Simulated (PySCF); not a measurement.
IrO₃, SMILES [O]=[Ir](=[O])=[O] (connectivity only; charge and spin as stated), neutral, multiplicity 2. Atoms are numbered in the order given.

```xyz
4

Ir     0.0000     0.0000     0.0303
O      0.0000     0.0000    -1.7173
O      0.0000     1.5538     0.7128
O      0.0000    -1.5538     0.7128
```
Charge 0, spin multiplicity 2.

Geometry optimised at B3LYP-D3(BJ)/def2-TZVP. A frequency run showed that this geometry is not a minimum. The multiplicity is an assumed one; other spin states were not compared. The def2 effective core potentials stand for the cores of Ir; spin–orbit coupling is left out.

Level of theory: TDA-B3LYP/def2-SVPD in PySCF 2.14.0.

Vertical excitations. 

Question: Give excitation energies, oscillator strengths and character. (Estimate from the structure and the level; the computed values follow.)

Answer: 
| state | energy (eV) | λ (nm) | f | main pairs |
|---|---|---|---|---|
| root 1 | 0.92 | 1350 | 0.001 | α HOMO→LUMO 90 %, β HOMO−2→LUMO 8 % |
| root 2 | 1.67 | 741 | 0.000 | α HOMO−1→LUMO 59 %, β HOMO→LUMO 40 % |
| root 3 | 2.26 | 549 | 0.000 | α HOMO−1→LUMO 40 %, β HOMO→LUMO 57 % |
| root 4 | 2.53 | 491 | 0.000 | β HOMO→LUMO+1 96 % |
| root 5 | 2.73 | 455 | 0.000 | α HOMO→LUMO+1 7 %, β HOMO−1→LUMO+1 87 % |
| root 6 | 2.85 | 436 | 0.000 | α HOMO−2→LUMO 31 %, α HOMO−4→LUMO 27 %, β HOMO−4→LUMO 20 %, β HOMO−1→LUMO 17 % |
| root 7 | 2.96 | 419 | 0.002 | α HOMO−5→LUMO 35 %, β HOMO−2→LUMO 54 % |
| root 8 | 3.04 | 408 | 0.000 | α HOMO→LUMO+1 80 %, β HOMO−3→LUMO 8 % |
| root 9 | 3.23 | 384 | 0.000 | α HOMO−4→LUMO 19 %, α HOMO−2→LUMO 6 %, β HOMO−1→LUMO 72 % |
| root 10 | 3.30 | 375 | 0.000 | α HOMO−3→LUMO 61 %, α HOMO→LUMO+1 10 %, β HOMO−3→LUMO 20 %, β HOMO−1→LUMO+1 6 % |
Unrestricted roots are not spin-pure.
